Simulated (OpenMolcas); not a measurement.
## Ionisation energies of nitrogen

```
Program             : OpenMolcas 26.06
Basis               : ANO-RCC [8s7p4d3f2g]
Scalar Hamiltonian  : DKH2, point nucleus
Spin-orbit coupling : state interaction with AMFI integrals over the reference wave functions, term energies averaged over their components
```

Active shells in each charge state: the valence s, p shells, with orbitals averaged over the low states. Where CASPT2's correlated closed shells are named, they are those of the first ion.

A. CASSCF
B. SS-CASPT2, IPEA 0.25 Eh, imaginary shift 0.1 Eh (closed shells correlated: 1s)
C. SS-CASPT2, IPEA 0 Eh, imaginary shift 0.1 Eh (closed shells correlated: 1s)

Energies in eV between the lowest computed levels (charge -1 gives the electron affinity), named as in B; reference values from the NIST Atomic Spectra Database with their kind.

| From | To | A | B | C | Spin-orbit share in B | Reference |
| --- | --- | --- | --- | --- | --- | --- |
| N- 2s² 2p⁴ ³P₂ | N 2s² 2p³ ⁴S°_3/2 | -2.154 | -0.421 | -0.357 | +0.003 |  |
| N 2s² 2p³ ⁴S°_3/2 | N+ 2s² 2p² ³P₀ | 13.352 | 14.445 | 14.540 | -0.011 | 14.534 (measured) |
| N+ 2s² 2p² ³P₀ | N2+ 2s² 2p ²P°_1/2 | 28.418 | 29.437 | 29.510 | -0.002 | 29.601 (semi-empirical) |
| N2+ 2s² 2p ²P°_1/2 | N3+ 2s² ¹S₀ | 46.197 | 47.251 | 47.313 | +0.014 | 47.445 (semi-empirical) |
| N3+ 2s² ¹S₀ | N4+ 2s ²S_1/2 | 77.346 | 77.431 | 77.432 | +0.000 | 77.474 (measured) |
| N4+ 2s ²S_1/2 | N5+ 1s² ¹S₀ | 97.766 | 97.857 | 97.858 | +0.000 | 97.890 (measured) |

Error against the reference values, in %:

```csv
From,Reference,A,B,C
N,measured,-8.1,-0.6,0
N+,semi-empirical,-4.0,-0.6,-0.3
N2+,semi-empirical,-2.6,-0.4,-0.3
N3+,measured,-0.2,-0.1,-0.1
N4+,measured,-0.1,0,0
```

Mean absolute error over the 3 measured values: A 0.48 eV, B 0.05 eV, C 0.03 eV. C lies closest.

No diffuse functions were added, so the electron affinity comes out too small, and without dynamic correlation a bound anion can come out unbound.

° marks odd parity.
